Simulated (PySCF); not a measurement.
dimethyl selenide (C$_{2}$H$_{6}$Se), singlet, at a GFN2-xTB geometry; PySCF with LC-WPBE/6-31G, TDA.

Input for PySCF:
```python
from pyscf import gto, scf, dft, tdscf

mol = gto.M(
    atom='''
C     1.43882373   -0.28161146    0.81173819
Se    0.01207980    0.13138044   -0.45568920
C    -1.48063755   -0.17315764    0.76561512
H     1.32781827   -1.30795899    1.15365831
H     2.38542201   -0.16235089    0.29267292
H     1.38375150    0.40883506    1.65011250
H    -1.45690999   -1.20451030    1.10966382
H    -2.39893517    0.01538116    0.21708732
H    -1.40097676    0.51228374    1.60611801
''',
    basis='6-31g',
    verbose=3,
)

mf = dft.RKS(mol)
mf.xc = 'lc_wpbe'
mf.kernel()
td = mf.TDA()
td.nstates = 15
td.kernel()
td.analyze()
```

The log (banner, timings and long lists left out):

```
converged SCF energy = -2480.5992914353
Excitation energies (eV)
[ 5.32752399  6.87840222  8.54311336  8.86865366  9.47558978  9.64255632
 10.02475299 10.54324084 10.69839525 11.08379987 11.10772402 11.24784252
 11.37241246 11.97578855 12.08572055]

** Singlet excitation energies and oscillator strengths **
Excited State   1:      5.32752 eV    232.72 nm  f=0.0000
Excited State   2:      6.87840 eV    180.25 nm  f=0.0041
Excited State   3:      8.54311 eV    145.13 nm  f=0.0096
Excited State   4:      8.86865 eV    139.80 nm  f=0.2790
Excited State   5:      9.47559 eV    130.85 nm  f=0.1115
Excited State   6:      9.64256 eV    128.58 nm  f=0.0057
Excited State   7:     10.02475 eV    123.68 nm  f=0.0938
Excited State   8:     10.54324 eV    117.60 nm  f=0.0000
Excited State   9:     10.69840 eV    115.89 nm  f=0.6463
Excited State  10:     11.08380 eV    111.86 nm  f=0.0008
Excited State  11:     11.10772 eV    111.62 nm  f=0.0354
Excited State  12:     11.24784 eV    110.23 nm  f=0.0000
Excited State  13:     11.37241 eV    109.02 nm  f=0.9937
Excited State  14:     11.97579 eV    103.53 nm  f=0.0450
Excited State  15:     12.08572 eV    102.59 nm  f=0.1287
```
